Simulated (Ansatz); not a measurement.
Name a neutral molecule of Al, C, F, N and H with LUMO energy (PBE0/def2-TZVPP) between -0.75 and -0.45 eV and HOMO–LUMO gap (ωB97M-V/def2-TZVPP) between 10.35 and 10.65 eV (Ansatz, PBE0-D4/def2-TZVP geometry).

`CC(C)[NH][Al]([F])[F]` (-0.52 eV, 10.63 eV); `C[NH][Al]([F])[F]` (-0.60 eV, 10.60 eV). Other molecules can fit too; these were computed, each in one conformer that needn't be the lowest.
